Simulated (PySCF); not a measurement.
Fill in the blanks.

Compound: 3-methylpyridazine, C5H6N2.
SMILES: `n1ncccc1C`

| property | level | value |
| --- | --- | --- |
| point group of the GFN2-xTB geometry | GFN2-xTB | ? |
| rotational constants A, B, C of the GFN2-xTB geometry | GFN2-xTB | 5.899, 2.738, 1.892 GHz |
| dipole moment | CAM-B3LYP/def2-SVPD | ? |
| HOMO energy | CAM-B3LYP/def2-SVPD | -7.98 eV |
| LUMO energy | CAM-B3LYP/def2-SVPD | ? |
| lowest singlet excitation | TDDFT CAM-B3LYP/def2-SVPD | ? |
| strongest line among the 8 lowest singlet transitions | TDDFT CAM-B3LYP/def2-SVPD | ? |
| lowest triplet excitation (Tamm–Dancoff) | TDA CAM-B3LYP/def2-SVPD | ? |
| static isotropic polarisability | CAM-B3LYP/def2-SVPD | ? |
| electronic spatial extent ⟨r²⟩ about the centre of nuclear charge | CAM-B3LYP/def2-SVPD | 654 bohr² |

The electronic properties come from PySCF, for the isolated species, density fitting.

What is the dipole moment?

4.17 D.

What is the static isotropic polarisability?

68.9 au.

What is the lowest singlet excitation?

3.63 eV (341 nm, f = 0.004).

What is the strongest line among the 8 lowest singlet transitions?

S8 at 7.38 eV (168 nm, f = 0.114).

Give the LUMO energy.

-0.28 eV.

The point group of the GFN2-xTB geometry?

Cs.

What is the lowest triplet excitation (Tamm–Dancoff)?

2.87 eV.

The principal polarisabilities are 44.9, 72.5 and 89.3 au; their mean is the isotropic value. The dipole matches unit charges of opposite sign 0.87 Å apart (1 e·Å = 4.8032 D). The 8 singlets span 3.63 to 7.38 eV, and their oscillator strengths add up to 0.19. No computed singlet falls in the visible range (750 to 380 nm, 1.65 to 3.26 eV); S1 lies 0.37 eV above its blue end. The rotational constants make it an asymmetric top with κ = (2B − A − C)/(A − C) = -0.58, nearer the prolate limit (−1).

For the TDDFT job (CAM-B3LYP/def2-SVPD), on one thread, AMD EPYC (x86_64), shared host with 64 logical CPUs at a one-minute load of 61, this took 69 s wall (grids of density and orbitals included) and 0.82 GiB of memory at its peak.
